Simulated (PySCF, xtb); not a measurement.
**FH3SbSi−: 3 structures ranked**

3 gas-phase structures of FH3SbSi−, found in a search over its isomers (lower ones may exist). Each was relaxed with GFN2-xTB:

A. `[F][SbH][SiH2-]`, a singlet
B. `F[SiH-][SbH2]`, a singlet
C. `[F][Sb-][SiH3]`, a singlet

Which do you expect lowest at r2SCAN-D4/def2-SVPD, and how would the others follow?

Calculated order at r2SCAN-D4/def2-SVPD: B (0.0), C (2.3), A (13.7) kcal/mol.

Energies above the lowest of each column, in kcal/mol; the last columns are at B3LYP-D3(BJ)/def2-SVPD geometries:

| structure | GFN2-xTB | HF/STO-3G | r2SCAN-D4/def2-SVPD | B3LYP-D3(BJ)/def2-SVPD | CCSD(T)/def2-SVPD + ΔMP2/def2-TZVPPD |
| --- | --- | --- | --- | --- | --- |
| B | 17.8 | 5.4 | 0.0 | 0.0 | 0.0 |
| C | 0.0 | 0.0 | 2.3 | 3.9 | 4.6 |
| A | 18.9 | 32.0 | 13.7 | 14.7 | 16.9 |

CCSD(T)/def2-SVPD + ΔMP2/def2-TZVPPD puts B lowest; GFN2-xTB picks C, HF/STO-3G picks C. Flexible structures stand in one conformer each, not always the lowest. The ΔMP2 step shifts differences by up to 3.7 kcal/mol, which makes them less sure. Atoms past krypton carry core potentials in the def2 sets, without spin–orbit terms. ΔMP2 is the change of the MP2 energy from the smaller to the larger basis.

Programs: PySCF 2.14.0, xtb 6.7.1.
